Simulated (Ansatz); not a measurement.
Input file for Ansatz (a program for electronic structure): R-PBE/def2-TZVPP on GeH4SSe (SMILES S[Se][GeH3]), a point of a torsion scan.

Ansatz 0.2 input:
```yaml
crystal:
  periodic: [false, false, false]
  atoms:
    - {symbol: S, position_ang: [2.28711895, 0.46033222, 0.20262429]}
    - {symbol: Se, position_ang: [0.83979056, -0.91771525, 1.10113600]}
    - {symbol: Ge, position_ang: [-1.12322438, 0.03933055, 0.24507917]}
    - {symbol: H, position_ang: [2.64813392, -0.31375333, -0.82314865]}
    - {symbol: H, position_ang: [-1.10598015, 0.02519410, -1.25802337]}
    - {symbol: H, position_ang: [-2.28879515, -0.76120796, 0.73801914]}
    - {symbol: H, position_ang: [-1.25921564, 1.46415239, 0.69401733]}
basis:
  gaussian:
    orbitals: def2-TZVPP
hamiltonian:
  xc: {name: PBE}
scf: {lower_state_search: off}
```

Program output:

```
WARN ansatz: RAYON_NUM_THREADS=1 ignored (pool sized by the plan → 1); use --threads N
Functional definition: PBE
these checks for a lower state are left out or cut short: stability, starts, cluster_reference, orbital_swaps, neighbouring_geometries, increment
integrals: 0.13 GiB planned
1265 factors; their error is unknown
mean field: 0.78 GiB planned
mean field evaluation 1: about -132744.9189 eV, gradient 3.0e1 eV
mean field evaluation 2: about -132744.6909 eV, gradient 3.5e1 eV
mean field evaluation 4: about -132746.2717 eV, gradient 3.3e0 eV
mean field evaluation 8: about -132746.2963 eV, gradient 6.9e-2 eV
mean field evaluation 16: about -132746.2537 eV, gradient 5.9e-5 eV
mean field -132746.25372587 eV, -4878.3348457832 hartree, gradient 7.9e-6 eV, S^2 0.000000; 0 other end points of the search recorded, 0 dependent functions left out
reference -132746.25376316 eV, -4878.3348471537 hartree; 43, 43 occupied and 151, 151 virtual orbitals, 1265 factors
Total energy: -132746.25376316 eV, -4878.3348471537 hartree
Checks for a lower state left out: stability, starts, cluster_reference, orbital_swaps, neighbouring_geometries, increment
```

Self-consistency was reached.

Cost: very roughly 4 core-seconds.
